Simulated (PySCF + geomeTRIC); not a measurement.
Level of theory: B3LYP-D3(BJ)/def2-TZVP (PySCF + geomeTRIC). fastk is a local helper that only speeds up exchange builds. No frequencies were computed at this level.

```python
import json, numpy as np
from pyscf import gto, dft
from fastk import lowrank_exchange
atoms = """
C     -1.266151    -0.325052    -0.050411
C     -0.089734     0.573372     0.202200
C      1.147156     0.195827     0.105384
N      2.291121    -0.204392     0.200974
H     -1.882728    -0.398068     0.845550
H     -1.883531     0.077192    -0.854111
H     -0.935135    -1.322732    -0.327279
H     -0.301320     1.597679     0.469840
H      2.920323    -0.193826    -0.592147
"""
def scf(charge, spin, dm0=None):
    mol = gto.M(atom=atoms, basis='def2-tzvp', ecp={}, charge=charge, spin=spin, verbose=3, max_memory=3780)
    mf = dft.KS(mol, xc='b3lyp').density_fit(auxbasis="def2-universal-jkfit")
    mf.disp = 'd3bj'
    mf.grids.level = 3
    mf.conv_tol = 1e-8
    mf.max_cycle = 60
    mf.kernel(dm0)
    if not mf.converged:
        mf = mf.newton().run(mf.mo_coeff, mf.mo_occ).undo_soscf()
    return mf
mf = scf(0, 0)
from pyscf.geomopt.geometric_solver import kernel as optimize
path = []
done, mol = optimize(mf, maxsteps=80, assert_convergence=False, callback=lambda env: path.append((env["energy"], bool(env["g_scanner"].converged))))
res = dict(converged=bool(done and path[-1][1]), energy=path[-1][0], path=[e for e, c in path], xyz=mol.atom_coords(unit="Angstrom").tolist(), nao=mol.nao)
json.dump(res, open("result.json", "w"))
```

Output:

```
converged SCF energy = -172.109873734542
Geometry optimization cycle 1
converged SCF energy = -172.109873729792
cycle 1: E = -172.10987373  dE = -172.11  norm(grad) = 0.0209015
Geometry optimization cycle 2
converged SCF energy = -172.110837851692
cycle 2: E = -172.110837852  dE = -0.000964122  norm(grad) = 0.00855112
Geometry optimization cycle 3
converged SCF energy = -172.110959591583
cycle 3: E = -172.110959592  dE = -0.00012174  norm(grad) = 0.00340267
Geometry optimization cycle 4
converged SCF energy = -172.110965006074
cycle 4: E = -172.110965006  dE = -5.41449e-06  norm(grad) = 0.00225531
Geometry optimization cycle 5
converged SCF energy = -172.110977893052
cycle 5: E = -172.110977893  dE = -1.2887e-05  norm(grad) = 0.000550199
Geometry optimization cycle 6
converged SCF energy = -172.110978694508
cycle 6: E = -172.110978695  dE = -8.01457e-07  norm(grad) = 0.000236219
<class 'geometric.internal.Distance'> : 8
<class 'geometric.internal.Angle'> : 9
<class 'geometric.internal.LinearAngle'> : 2
<class 'geometric.internal.OutOfPlane'> : 1
<class 'geometric.internal.Dihedral'> : 8
<class 'geometric.internal.TranslationX'> : 1
<class 'geometric.internal.TranslationY'> : 1
<class 'geometric.internal.TranslationZ'> : 1
<class 'geometric.internal.RotationA'> : 1
<class 'geometric.internal.RotationB'> : 1
<class 'geometric.internal.RotationC'> : 1
Step    0 : Gradient = 6.967e-03/1.280e-02 (rms/max) Energy = -172.1098737298
Step    1 : Displace = 2.840e-02/5.336e-02 (rms/max) Trust = 1.000e-01 (=) Grad = 2.850e-03/5.356e-03 (rms/max) E (change) = -172.1108378517 (-9.641e-04) Quality = 1.209
Step    2 : Displace = 1.925e-02/3.972e-02 (rms/max) Trust = 1.414e-01 (+) Grad = 1.134e-03/2.355e-03 (rms/max) E (change) = -172.1109595916 (-1.217e-04) Quality = 0.972
Step    3 : Displace = 1.228e-02/1.648e-02 (rms/max) Trust = 2.000e-01 (+) Grad = 7.518e-04/1.348e-03 (rms/max) E (change) = -172.1109650061 (-5.414e-06) Quality = 0.199
Step    4 : Displace = 5.312e-03/7.014e-03 (rms/max) Trust = 6.142e-03 (-) Grad = 1.834e-04/3.070e-04 (rms/max) E (change) = -172.1109778931 (-1.289e-05) Quality = 1.061
Step    5 : Displace = 8.947e-04/1.294e-03 (rms/max) Trust = 8.686e-03 (+) Grad = 7.874e-05/1.314e-04 (rms/max) E (change) = -172.1109786945 (-8.015e-07) Quality = 1.515
Converged! =D
```

Cost: about 90 core-seconds (a rough figure).
